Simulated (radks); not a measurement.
Spherical quantum dot in the effective-mass picture: electrons in a hard-walled sphere of radius 4.59, with a point charge +1 (a donor) at the centre, all in effective atomic units (hartree* = m*/eps^2 hartree, bohr* = eps/m* bohr), one dielectric constant everywhere. Method: non-relativistic Kohn-Sham, LDA (Slater exchange, Perdew-Wang correlation), spin-polarised, spherical densities; computed with a radial shooting solver with Libxc functionals. Levels are named by radial order and angular momentum (1s, 1p, 1d, 2s, ...), and open shells are averaged over m. Results are scaled to m* = 0.084 and eps = 5.5, for which hartree* = 75.56 meV and bohr* = 3.465 nm.

N = 21, configuration 1s2 1p6 1d10 2s(up 1, down 0) 1f(up 2, down 0). This is the lowest configuration that the search found. Occupied and some empty levels:

| level | occupation | eigenvalue (meV) | <r> (nm) |
|---|---|---|---|
| 1s up | 1 | 427.20 | 10.30 |
| 1s down | 1 | 429.53 | 10.54 |
| 1p up | 3 | 437.62 | 11.17 |
| 1p down | 3 | 439.42 | 11.19 |
| 1d up | 5 | 453.69 | 11.55 |
| 1d down | 5 | 455.44 | 11.55 |
| 2s up | 1 | 468.43 | 5.736 |
| 1f up | 2 | 475.57 | 11.84 |
| 1f down | 0 | 477.32 | 11.84 |
| 2s down | 0 | 478.06 | 5.945 |
| 1g up | 0 | 502.88 | 12.08 |
| 1g down | 0 | 504.65 | 12.08 |
| 2p up | 0 | 519.02 | 7.941 |
| 2p down | 0 | 522.74 | 8.086 |
| 2d up | 0 | 559.34 | 8.954 |
| 2d down | 0 | 561.60 | 9.012 |

Energy (meV): total 4893.85, kinetic 1288.7, external -563.06, Hartree 4732.0, exchange-correlation -563.75.

Electron density:

| r (nm) | n(r) (e/nm^3) |
|---|---|
| 1.25 | 0.004618 |
| 2.43 | 0.002365 |
| 3.62 | 0.001289 |
| 4.81 | 0.0008338 |
| 5.99 | 0.0007493 |
| 7.18 | 0.0009304 |
| 8.37 | 0.001318 |
| 9.56 | 0.001821 |
| 10.7 | 0.002233 |
| 11.9 | 0.002247 |
| 13.1 | 0.001654 |
| 14.3 | 0.0006917 |
| 15.5 | 0.00004856 |
